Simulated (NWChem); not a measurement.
System meant: CH5FOSi2; SMILES FC1[SiH2]O[SiH2]1

NWChem input:

```
start job
memory heap 200 mb stack 900 mb global 1100 mb
geometry units angstroms noautoz
  F     -0.263783    -2.100422     0.000000
  C      0.460481    -0.930272     0.000000
  Si     0.003092     0.433520     1.277513
  O     -0.167448     1.539234     0.000000
  Si     0.003092     0.433520    -1.277513
  H      1.541336    -1.166047     0.000000
  H      1.068620     0.865498     2.226911
  H     -1.271468     0.174489     2.003773
  H     -1.271468     0.174489    -2.003773
  H      1.068620     0.865498    -2.226911
end
basis spherical
  * library def2-svp
end
dft
  xc xpbe96 cpbe96
  iterations 4
  mulliken
end
task dft energy
```

End of the output:

```
    Atom       Charge   Shell Charges
 -----------   ------   -------------------------------------------------------
    1 F    9     9.11   1.98  1.02  0.75  3.20  2.16  0.01
    2 C    6     6.22   1.96  0.65  0.36  1.85  1.28  0.12
    3 Si  14    13.49   2.00  1.93  0.67  0.33  5.81  1.28  1.01  0.46
    4 O    8     8.34   1.97  0.93  0.64  2.71  2.08  0.01
    5 Si  14    13.49   2.00  1.93  0.67  0.33  5.81  1.28  1.01  0.46
    6 H    1     0.98   0.63  0.27  0.07
    7 H    1     1.09   0.64  0.42  0.03
    8 H    1     1.09   0.64  0.42  0.03
    9 H    1     1.09   0.64  0.42  0.03
   10 H    1     1.09   0.64  0.42  0.03

 center of mass
 --------------
 x =  -0.02360906 y =   0.05211513 z =   0.00000000

 moments of inertia (a.u.)
 ------------------
         910.458040069668           0.000000000000           0.000000000000
           0.000000000000         434.472660433391           0.000000000000
           0.000000000000           0.000000000000         563.525890038888

     Multipole analysis of the density
     ---------------------------------

     L   x y z        total         alpha         beta         nuclear
     -   - - -        -----         -----         ----         -------
     0   0 0 0     -0.000000    -28.000000    -28.000000     56.000000

     1   1 0 0      0.343336      0.171668      0.171668     -0.000000
     1   0 1 0      0.036729      0.018364      0.018364      0.000000
     1   0 0 1      0.000000      0.000000      0.000000      0.000000

     2   2 0 0    -32.367956    -34.070944    -34.070944     35.773932
     2   1 1 0      0.861283     -0.351539     -0.351539      1.564361
     2   1 0 1     -0.000000     -0.000000     -0.000000      0.000000
     2   0 2 0    -37.231989   -147.203606   -147.203606    257.175223
     2   0 1 1     -0.000000     -0.000000     -0.000000      0.000000
     2   0 0 2    -31.023620   -129.153045   -129.153045    227.282469

 ------------------------------------------------------------------------
 dft energy failed                                                                                  0
 ------------------------------------------------------------------------
 ------------------------------------------------------------------------
  current input line :
    23: task dft energy
 ------------------------------------------------------------------------
 ------------------------------------------------------------------------
 This type of error is most commonly associated with calculations not reaching convergence criteria
 ------------------------------------------------------------------------
 For more information see the NWChem manual at https://nwchemgit.github.io

0:dft energy failed:Received an Error in Communication
```

Problem. Can this run be used? If not, why, and what is the fix?

Solution. Convergence was not reached. Cause: the SCF was allowed too few iterations. This input runs:
```
start job
memory heap 200 mb stack 900 mb global 1100 mb
geometry units angstroms noautoz
  F     -0.263783    -2.100422     0.000000
  C      0.460481    -0.930272     0.000000
  Si     0.003092     0.433520     1.277513
  O     -0.167448     1.539234     0.000000
  Si     0.003092     0.433520    -1.277513
  H      1.541336    -1.166047     0.000000
  H      1.068620     0.865498     2.226911
  H     -1.271468     0.174489     2.003773
  H     -1.271468     0.174489    -2.003773
  H      1.068620     0.865498    -2.226911
end
basis spherical
  * library def2-svp
end
dft
  xc xpbe96 cpbe96
  iterations 150
  mulliken
end
task dft energy
```
It converges to -794.31703 Ha (PBE/def2-SVP).
